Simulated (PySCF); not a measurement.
PySCF job for C4H6OSi, SMILES O=C1CC=C[SiH2]1, B3LYP/pcSseg-1. Geometry: r2SCAN-D4/def2-SVP. The structure was generated by enumeration, and PubChem lists no compound with its InChIKey, so it may never have been made. The values are those of a single conformer.

```python
import numpy as np
from pyscf import gto, scf, dft
from pyscf.prop.nmr import rks as nmr

mol = gto.M(
    atom='''
    O     0.14382467   -2.23188720   -0.00000000
    C    -0.03263264   -1.03575035    0.00000000
    C    -1.42954677   -0.39253267   -0.00000000
    C    -1.30134038    1.10443315    0.00000000
    C    -0.08399100    1.69379337   -0.00000000
    Si    1.27577635    0.41900512   -0.00000000
    H    -1.99292207   -0.76394288   -0.87781868
    H    -1.99292208   -0.76394288    0.87781867
    H    -2.22592164    1.69861381   -0.00000000
    H    -0.00579256    2.78591793    0.00000001
    H     2.14557841    0.40635949   -1.21424583
    H     2.14557841    0.40635949    1.21424584
    ''',
    basis='pcSseg-1',
    charge=0,
    spin=0,
    max_memory=1600,
    verbose=3,
)
mf = dft.RKS(mol, xc='b3lyp')
mf.grids.level = 3
mf.conv_tol = 1e-10
mf.max_cycle = 100
mf.kernel()
n = nmr.NMR(mf)
n.verbose = 2
n.max_cycle_cphf = 60
sigma = n.kernel()
print('atom   isotropic/ppm   span/ppm')
for i, s in enumerate(sigma):
    w = np.linalg.eigvalsh((s + s.T) / 2)
    print(f'{mol.atom_symbol(i):2s}{i + 1:3d} {w.mean():14.3f} {w[2] - w[0]:11.3f}')
```

Program output:

```
converged SCF energy = -520.708298288024
atom   isotropic/ppm   span/ppm
O   1       -535.015    1858.697
C   2        -72.563     238.928
C   3        125.269      39.036
C   4         15.460     259.041
C   5         43.193     235.019
Si  6        416.512     105.881
H   7         28.573       6.054
H   8         28.573       6.054
H   9         24.054       5.788
H  10         24.838       3.948
H  11         27.160       7.472
H  12         27.160       7.472
```

The run converged.
